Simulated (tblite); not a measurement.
Isomers of C5H2N3S (doublet state). Method: GFN2-xTB as coded in tblite; computed harmonic values from a numerical Hessian at the method's own geometry, unscaled. The method is semi-empirical: single wavenumbers can be off by several per cent or more. One conformer each. Open shells enter through the occupations alone, without spin polarisation, and single modes of such species can be off by tens of per cent.

Electronic energies: GFN2-xTB at the same geometries; isomer energies are rough at this level and their order can be wrong.

```json
{"SMILES": "[H]/N=C(/C#N)c1cn[c]s1", "electronic energy, lowest = 0 (kJ/mol)": "61.2"}
{"SMILES": "[H]/N=C(/C#N)c1[c]ncs1", "electronic energy, lowest = 0 (kJ/mol)": "65.9"}
{"SMILES": "[N]=C(C#N)c1cncs1", "electronic energy, lowest = 0 (kJ/mol)": "0.0"}
```

Question: How do GFN2-xTB zero-point energies change the relative energies?

Answer: 
```csv
SMILES,ZPE (kJ/mol),of it from modes above 1550 cm⁻¹,electronic (kJ/mol),"with ZPE, lowest = 0 (kJ/mol)",lowest mode (cm⁻¹),rings
[N]=C(C#N)c1cncs1,158.8,62.1,0.0,0.0,45,1
[H]/N=C(/C#N)c1cn[c]s1,159.9,72.4,61.2,62.3,50,1
[H]/N=C(/C#N)c1[c]ncs1,159.3,62.9,65.9,66.5,50,1
```

The zero-point energies span 1.1 kJ/mol, from `[N]=C(C#N)c1cncs1` to `[H]/N=C(/C#N)c1cn[c]s1`. The order is unchanged.

Question: What do entropy and thermal enthalpy add at 298.15 K and 1 bar (rigid rotor, harmonic oscillator, one conformer each)?

Answer: 
```
                SMILES  point group  symmetry number  S (J/(mol K))  H − H(0) (kJ/mol)  ZPE + H − H(0) − TS (kJ/mol)
     [N]=C(C#N)c1cncs1           Cs                1          384.8              23.71                          67.8
[H]/N=C(/C#N)c1cn[c]s1           Cs                1          383.4              23.69                          69.3
[H]/N=C(/C#N)c1[c]ncs1           Cs                1          384.0              23.75                          68.6
```

S holds R ln(2S + 1) for the spin.
